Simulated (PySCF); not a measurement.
**Molecular orbitals of SnF**

PBE0 at R = 1.967 Å; Sn x2c-SVPall, F x2c-SVPall; spin-free X2C with a Gaussian nucleus (PySCF 2.14). State: ²Π (doublet), unpaired electrons π ↑. Only the outer orbitals are listed, counted within each symmetry.

| spin | orbital | occ. | ε (eV) | on Sn (%) | main shells (%) |
| --- | --- | --- | --- | --- | --- |
| α | 12σ | 1 | -13.16 | 61 | 60 Sn s, 36 F p |
| α | 6π | 1 | -10.31 | 8 | 92 F p |
| α | 6π | 1 | -10.16 | 8 | 92 F p |
| α | 13σ | 1 | -9.47 | 51 | 49 F p, 36 Sn s, 14 Sn p |
| α | 7π | 1 | -4.75 | 95 | 94 Sn p |
| α | 7π | 0 | -2.90 | 95 | 94 Sn p |
| α | 14σ | 0 | -0.35 | 95 | 85 Sn p |
| α | 15σ | 0 | 3.38 | 100 | 99 Sn s |
| β | 12σ | 1 | -12.68 | 51 | 50 Sn s, 46 F p |
| β | 6π | 1 | -10.14 | 7 | 93 F p |
| β | 6π | 1 | -9.93 | 6 | 94 F p |
| β | 13σ | 1 | -9.04 | 61 | 46 Sn s, 40 F p, 14 Sn p |
| β | 7π | 0 | -2.58 | 95 | 95 Sn p |
| β | 7π | 0 | -1.77 | 96 | 96 Sn p |
| β | 14σ | 0 | -0.01 | 95 | 85 Sn p |

**Question.** Which are the highest filled and the lowest empty level, where do they sit, and how wide is the gap?

**Answer.** Highest filled α 7π at -4.75 eV (in %: 94 Sn p); lowest empty α 7π at -2.90 eV (in %: 94 Sn p); the gap at PBE0 is 1.85 eV. Both belong to one degenerate shell, split only by its one-sided filling, so this is no excitation gap.

```
bond order (Mayer)                              : 0.91
⟨S²⟩                                            : 0.753
charge on Sn (Mulliken, basis-dependent)        : 0.46
charge on Sn (Löwdin, basis-dependent)          : 0.34
dipole moment (positive dipole means Sn(−)F(+)) : -2.65 D
polarisability along the bond                   : 33.7 bohr³
polarisability across the bond                  : 31.3 bohr³
```

Spin–orbit coupling is left out. The state is the lowest determinant that a PBE0 search found; another state may lie lower at other levels.
